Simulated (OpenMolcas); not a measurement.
**Multiconfigurational calculation on O I**

Input:

```
&GATEWAY
Coord
1

O 0.0 0.0 0.0
Basis=ANO-RCC-MB
Group=XYZ
NoMove
AngMom=0.0 0.0 0.0
AMFI
&SEWARD
Relativistic=R04O02
&RASSCF
FileOrb=start.orb
Symmetry=1
Spin=3
nActEl=4 0 0
Inactive=2 0
Ras2=0 3
CIRoot=3 3 1
SDav=3
CIMx=300
Iter=120 100
PrWF=0.3
OrbListing=Nothing
MaxOrb=0
Atom
>>> COPY $Project.JobIph JOB001
&RASSCF
FileOrb=start.orb
Symmetry=1
Spin=1
nActEl=4 0 0
Inactive=2 0
Ras2=0 3
CIRoot=6 6 1
SDav=6
CIMx=300
Iter=120 100
PrWF=0.3
OrbListing=Nothing
MaxOrb=0
Atom
>>> COPY $Project.JobIph JOB002
&RASSI
NrOfJobIphs=2 3 6
1 2 3
1 2 3 4 5 6
IphNames
JOB001
JOB002
EJob
SpinOrbit
DIPRint=1.0
SOCoupling=1000.0
Subsets=2
MEES
Property=10
'ANGMOM' 1 'ANGMOM' 2 'ANGMOM' 3 'MLTPL  1' 1 'MLTPL  1' 2 'MLTPL  1' 3
'AMFI' 1 'AMFI' 2 'AMFI' 3 'MLTPL  2' 6
SOProperty=3
'ANGMOM' 1 'ANGMOM' 2 'ANGMOM' 3
```

Launched by
```bash
OMP_NUM_THREADS=1 MOLCAS_MEM=2252 MOLCAS_PROJECT=a pymolcas a.inp > a.log  # once for each step of the input, in one work folder
```

A driver script runs the steps one by one and writes start.orb anew before each from the orbitals found so far.

Output, cut to the results:

```
--- SEWARD ---
Basis set label: O.ANO-RCC...2S1P.

      Electronic valence basis set:
      ------------------
      Associated Effective Charge   8.000000 au
      Associated Actual Charge      8.000000 au
      Nuclear Model: Point charge

      Shell  nPrim  nBasis  Cartesian Spherical Contaminant
         s      14       2        X
         p       9       1        X
Relativistic=R04O02
                  Relativistic Douglas-Kroll-Hess integrals:
                    - DKH order of Hamiltonian: 4
                    - DKH order of Properties : 2
--- RASSCF ---
Wave function specifications:
      -----------------------------

      Number of closed shell electrons           4
      Number of electrons in active shells       4
      Max number of holes in RAS1 space          0
      Max nr of electrons in RAS3 space          0
      Number of inactive orbitals                2
      Number of active orbitals                  3
      Number of secondary orbitals               0
      Spin quantum number                      1.0
      State symmetry                             1
Orbital specifications:
      -----------------------

      Symmetry species                           1   2
                                                ag  au
      Frozen orbitals                            0   0
      Inactive orbitals                          2   0
      Active orbitals                            0   3
      RAS1 orbitals                              0   0
      RAS2 orbitals                              0   3
      RAS3 orbitals                              0   0
      Secondary orbitals                         0   0
      Deleted orbitals                           0   0
      Number of basis functions                  2   3
      Number of CSFs                             3
      Number of root(s) required                 3
      Iter CI   SX   CI       RASSCF       Energy    max ROT     max BLB   max BLB  Level Ln srch  Step   QN
          iter iter root      energy       change     param      element    value   shift minimum  type update
 Nr of preliminary CI iterations:   1
        1   1    1    0   -74.85923795    0.00E+00   0.00E+00    3   3 2  0.00E+00   0.00   0.00    SX    NO
        2   1    1    0   -74.85923795    0.00E+00   0.00E+00    3   3 2  0.00E+00   0.00   0.00    SX    NO
        3   1    1    0   -74.85923795    0.00E+00   0.00E+00    3   3 2  0.00E+00   0.00   0.00    SX    NO
        4   1    1    0   -74.85923795    0.00E+00   0.00E+00    3   3 2  0.00E+00   0.00   0.00    SX    NO
      Convergence after  4 iterations
        5   1    1    0   -74.85923795    0.00E+00   0.00E+00    3   3 2  0.00E+00   0.00   0.00    SX    NO
      Natural orbitals and occupation numbers for root  1
      sym 2:   1.000000   1.000000   2.000000
      Natural orbitals and occupation numbers for root  2
      sym 2:   1.000000   2.000000   1.000000
      Natural orbitals and occupation numbers for root  3
      sym 2:   2.000000   1.000000   1.000000
::    RASSCF root number  1 Total energy:    -74.85923795
::    RASSCF root number  2 Total energy:    -74.85923795
::    RASSCF root number  3 Total energy:    -74.85923795
--- RASSCF ---
Wave function specifications:
      -----------------------------

      Number of closed shell electrons           4
      Number of electrons in active shells       4
      Max number of holes in RAS1 space          0
      Max nr of electrons in RAS3 space          0
      Number of inactive orbitals                2
      Number of active orbitals                  3
      Number of secondary orbitals               0
      Spin quantum number                      0.0
      State symmetry                             1
Orbital specifications:
      -----------------------

      Symmetry species                           1   2
                                                ag  au
      Frozen orbitals                            0   0
      Inactive orbitals                          2   0
      Active orbitals                            0   3
      RAS1 orbitals                              0   0
      RAS2 orbitals                              0   3
      RAS3 orbitals                              0   0
      Secondary orbitals                         0   0
      Deleted orbitals                           0   0
      Number of basis functions                  2   3
      Number of CSFs                             6
      Number of root(s) required                 6
...
--- RASSI ---
SPIN-FREE ENERGIES:
  (Shifted by EMIN (a.u.) =        -74.8592379485)

 SF State       Relative EMIN(au)   Rel lowest level(eV)    D:o, cm**(-1)      L_eff

     1             0.0000000000        0.0000000000              0.0000         1.0
     2             0.0000000000        0.0000000000              0.0000         1.0
     3             0.0000000000        0.0000000000              0.0000         1.0
     4             0.0791795417        2.1545850922          17377.9007         2.0
     5             0.0791795417        2.1545850922          17377.9007         2.0
     6             0.0791795417        2.1545850922          17377.9007         2.0
     7             0.0791795417        2.1545850922          17377.9007         2.0
     8             0.0791795417        2.1545850922          17377.9007         2.0
     9             0.1979488543        5.3864627306          43444.7518         0.0
     Dipole printing threshold changed to   1.00000000E+00
Eigenvalues of complex Hamiltonian:
   -----------------------------------
  (Shifted by EMIN (a.u.) =        -74.8592379485)

 SO State       Relative EMIN(au)   Rel lowest level(eV)    D:o, cm**(-1)     J-value

     1            -0.0003402718        0.0000000000              0.0000         1.2
     2            -0.0003402718        0.0000000000              0.0000         1.8
     3            -0.0003402718        0.0000000000              0.0000         1.2
     4            -0.0003402718        0.0000000000              0.0000         1.8
     5            -0.0003402718        0.0000000000              0.0000         1.7
     6             0.0003374085        0.0184406196            148.7336         1.0
     7             0.0003374085        0.0184406196            148.7336         0.6
     8             0.0003374085        0.0184406196            148.7336         0.6
     9             0.0006702004        0.0274963482            221.7730         0.0
...
```

The J values that RASSI prints are effective ones from its own formula and need not be integers or half-integers; the table below assigns J from the states.

Levels above the lowest, from the spin-orbit matrix, grouped by J:

| Configuration | Term | J | E (cm⁻¹) | Measured (cm⁻¹) | g | Term weight % |
| --- | --- | --- | --- | --- | --- | --- |
| 2s² 2p⁴ | ³P | 2 | 0.0 | 0.0 | 1.501 | 100 |
| 2s² 2p⁴ | ³P | 1 | 149 | 158 | 1.501 | 100 |
| 2s² 2p⁴ | ³P | 0 | 222 | 227 |  | 100 |
| 2s² 2p⁴ | ¹D | 2 | 17453 | 15868 | 1.000 | 100 |
| 2s² 2p⁴ | ¹S | 0 | 43520 | 33793 |  | 100 |

Against the 4 measured excited levels shown (NIST Handbook of Basic Atomic Spectroscopic Data) the mean absolute deviation is 2800 cm-1; the largest miss in energy is 2s² 2p⁴ ¹S₀: computed 43520, measured 33793 cm⁻¹ (+28.8 %).

Without dynamic correlation excited terms often stand tens of per cent too high (terms of higher spin than the ground term too low), and those without a measured partner can miss by more than the paired ones. With the s shell closed, the reference lacks s² → p² mixing. Computed and measured levels are paired by configuration, term and J; levels that our copy of the source lacks, or whose pairing is in doubt (as where it misses far off the trend of its configuration), stay unpaired and out of the deviations. Levels of configurations outside the active space are missing.

The term weight is that of the spin-free term in the level, not the purity of its configuration.
